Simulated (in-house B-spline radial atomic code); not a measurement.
Configurations of the samarium ion Sm⁵⁺, with energies counted from [Xe] 4f3. Level of theory: scalar-relativistic (X2C) PBE0, spin-polarised, spherical fractional occupations, exact exchange averaged over the configuration, Fermi nucleus of rms radius 5.0819 fm; calculated with a B-spline radial code for spherical atoms. Shells without spins written out take the highest spin.

Occupations are held fixed; configurations that lie above the ionisation limit could autoionise.

| configuration | E - E(ref) (eV) | highest orbital | its <r> (bohr) |
| --- | --- | --- | --- |
| [Xe] 4f2 6p1 | 45.24 | 6p up | 2.984 |
| [Kr] 4d9 4f4 5s2 5p6 | 126.9 | 4f up | 0.7844 |
| [Kr] 4d9 4f3 5s2 5p6 5d1 | 155.3 | 5d up | 1.778 |

Problem. Order these further configurations by energy, lowest first.
A. [Kr] 4d9 4f3 5s2 5p6 6s1
B. [Kr] 4d10 4f3 5s2 5p5 5d1
C. [Xe] 4f2 5d1
D. [Kr] 4d10 4f3 5s2 5p5 6s1

Solution. C (26.651 eV), B (29.141 eV), D (39.876 eV), A (166.63 eV).
